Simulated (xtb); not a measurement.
F4V, charge +1, singlet, geometry from GFN2-xTB (such geometries of metal compounds can be far from the true shape) (the multiplicity is a formal guess). Base run: GFN2-xTB run with xtb 6.7.1.

Input for xtb:
```
$ xtb mol.xyz --gfn 2 --chrg 1 --json

# file mol.xyz
5

V     -0.00000000    -0.00000000    -0.00000000
F      1.05787016     0.73619422    -0.92212232
F      0.75522470    -0.97142821     0.99867095
F     -0.99429019    -0.84029363    -0.90370040
F     -0.81880467     1.07552761     0.82715177
```

The base run was repeated with changes; each row names its change, and settings that it needs were set with it.

| change | ΔE vs base (kJ/mol) | HOMO-LUMO gap (eV) | SCF cycles |
|---|---|---|---|
| base | 0.00 | 4.21 | 15 |
| gbsa = chcl3 | -209.2 | 4.23 | 14 |
| etemp = 1000 | 0.00 | 4.21 | 15 |
| acc = 1000 | 0.00 | 4.21 | 10 |
| acc = 0.0001 | 0.00 | 4.21 | 19 |
| file = coord | 0.00 | 4.21 | 15 |

ALPB and GBSA are two models with their own fitted parameters for each solvent, which aren't always the measured dielectric constant.
